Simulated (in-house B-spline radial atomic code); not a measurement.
A run on neutral gadolinium that did not converge. Method: scalar-relativistic (X2C) r2SCAN, spin-polarised, spherical fractional occupations, Fermi nucleus of rms radius 5.1569 fm; computed with a B-spline radial code for spherical atoms.

Command:
```bash
python run_scf.py task.json out
```
Settings (nuclear radius in fm, mass in u):
```
Z                64
configuration    [Xe] 4f8 5d1 6s1
hamiltonian      x2c
method           r2scan
spin_polarised   True
nucleus          fermi
rms_radius       5.1569
atomic_mass      157.92411
speed_of_light   137.035999084
```

First and last ten iterations of the last attempt (damped for 15 steps, keeping 80 % of the old Fock matrix, then DIIS):
```
 iter        energy (Eh)    residual
    1      -11270.807836    1.47e-01
    2      -11270.365266    7.15e-02
    3      -11270.742648    3.81e-02
    4      -11270.570817    4.72e-02
    5      -11270.706091    4.49e-02
    6      -11270.801167    1.56e-02
    7      -11270.533542    5.48e-02
    8      -11270.717881    4.19e-02
    9      -11270.803017    1.46e-02
   10      -11270.532761    5.51e-02
  111      -11270.818933    1.05e-02
  112      -11270.605773    4.29e-02
  113      -11270.795433    1.86e-02
  114      -11270.798548    1.76e-02
  115      -11270.567303    4.74e-02
  116      -11270.788441    2.10e-02
  117      -11270.779101    2.39e-02
  118      -11270.773010    2.54e-02
  119      -11270.772219    2.57e-02
  120      -11270.772255    2.57e-02
 not converged after 120 iterations
```

The smallest residual met was 1.1e-02; the threshold is about 6e-07. No energy from this run should be used. Cost of the run: 7.8 s on 1 thread of Arm Neoverse N1, on a shared host.
